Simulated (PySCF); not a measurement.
## Electronic structure of Zn⁺ (zinc, charge +1) at the UHF level

Configuration: [Ar] 3d10 4s1, 2S determinant. All numbers are calculated (PySCF 2.14, the non-relativistic Hamiltonian (point nucleus), in pcseg-2 (6s4p3d2f1g, 56 functions)).

* Total energy: -1777.534605 hartree
* One-electron energy: -2474.7960 hartree
* Hartree (Coulomb) energy: 766.7641 hartree
* Exchange energy: -69.5028 hartree
* Kinetic energy: 1780.05932 hartree
* ⟨S²⟩: 0.7509
* ⟨L²⟩: 0.000
* Sum of ⟨r⟩: 18.74 bohr
* Sum of ⟨r²⟩: 22.84 bohr²
* Density at the nucleus (Gaussians lack the cusp): 18200 bohr⁻³
* Spin density at the nucleus: 6.73 bohr⁻³
* Langevin diamagnetic susceptibility: -18.1 ×10⁻⁶ cm³/mol
* Time after the integrals: 0.2 s of wall time on 1 thread of Intel(R) Xeon(R) Platinum 8488C (shared host)

```json
{"shell": "1s α", "electrons": "1", "mean orbital energy (hartree)": "-353.53932", "rms radius, mean of both spins (bohr)": "0.0592"}
{"shell": "1s β", "electrons": "1", "mean orbital energy (hartree)": "-353.53586", "rms radius, mean of both spins (bohr)": "0.0592"}
{"shell": "2s α", "electrons": "1", "mean orbital energy (hartree)": "-44.62483", "rms radius, mean of both spins (bohr)": "0.249"}
{"shell": "2s β", "electrons": "1", "mean orbital energy (hartree)": "-44.62250", "rms radius, mean of both spins (bohr)": "0.249"}
{"shell": "2p β", "electrons": "3", "mean orbital energy (hartree)": "-39.18986", "rms radius, mean of both spins (bohr)": "0.221"}
{"shell": "2p α", "electrons": "3", "mean orbital energy (hartree)": "-39.18868", "rms radius, mean of both spins (bohr)": "0.221"}
{"shell": "3s α", "electrons": "1", "mean orbital energy (hartree)": "-5.97386", "rms radius, mean of both spins (bohr)": "0.743"}
{"shell": "3s β", "electrons": "1", "mean orbital energy (hartree)": "-5.96396", "rms radius, mean of both spins (bohr)": "0.743"}
{"shell": "3p α", "electrons": "3", "mean orbital energy (hartree)": "-4.17539", "rms radius, mean of both spins (bohr)": "0.783"}
{"shell": "3p β", "electrons": "3", "mean orbital energy (hartree)": "-4.17506", "rms radius, mean of both spins (bohr)": "0.783"}
{"shell": "3d α", "electrons": "5", "mean orbital energy (hartree)": "-1.12167", "rms radius, mean of both spins (bohr)": "0.995"}
{"shell": "3d β", "electrons": "5", "mean orbital energy (hartree)": "-1.12096", "rms radius, mean of both spins (bohr)": "0.995"}
{"shell": "4s α", "electrons": "1", "mean orbital energy (hartree)": "-0.61302", "rms radius, mean of both spins (bohr)": "2.78"}
```
